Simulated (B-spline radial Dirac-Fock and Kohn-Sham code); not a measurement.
## Compton profile of Cl⁺

System: Cl⁺, configuration [Ne] 3s1 3p5 (an excited configuration).

Method: the impulse approximation on relativistic Hartree-Fock (Dirac-Fock) wave functions, averaged over the configuration. Computed with a B-spline atomic structure program. pz is in atomic units of momentum; subshell profiles are per electron, for a selection of subshells; open shells are spread over both j values by their weights.

```tsv
pz	J total	J 2s1/2	J 2p3/2	J 3p1/2	J 3p3/2
0.5	3.652	0.203	0.112	0.409	0.410
0.6	3.430	0.199	0.112	0.382	0.382
0.8	2.906	0.189	0.112	0.308	0.308
1	2.375	0.178	0.111	0.226	0.226
1.2	1.924	0.164	0.110	0.154	0.153
1.4	1.582	0.150	0.109	0.0986	0.0977
1.6	1.339	0.136	0.107	0.0604	0.0597
1.8	1.170	0.121	0.104	0.0360	0.0354
2	1.049	0.107	0.101	0.0213	0.0209
2.5	0.8538	0.0743	0.0919	0.00723	0.00715
3	0.7146	0.0489	0.0803	0.00505	0.00507
4	0.4906	0.0187	0.0561	0.00473	0.00475
5	0.3301	0.00726	0.0362	0.00352	0.00351
7	0.1591	0.00373	0.0137	0.00138	0.00136
10	0.06749	0.00323	0.00320	0.000313	0.000306
15	0.02216	0.00132	0.000380	3.61e-05	3.49e-05
20	0.008388	0.000466	6.49e-05	6.09e-06	5.79e-06
30	0.001565	7.41e-05	4.14e-06	< 1e-6	< 1e-6
40	0.0003941	1.70e-05	< 1e-6	< 1e-6	< 1e-6
60	4.770e-05	1.90e-06	< 1e-6	< 1e-6	< 1e-6
```

Q: What is the peak value J(0), and which subshell contributes most to it?

A: J(0) = 4.097. The 3p3/2 subshell gives the largest part, 36 %.

Mean momentum ⟨p⟩ by subshell (a.u.): 1s1/2 14.1, 2s1/2 4.28, 2p1/2 5.73, 2p3/2 5.70, 3s1/2 1.49, 3p1/2 1.63, 3p3/2 1.62.
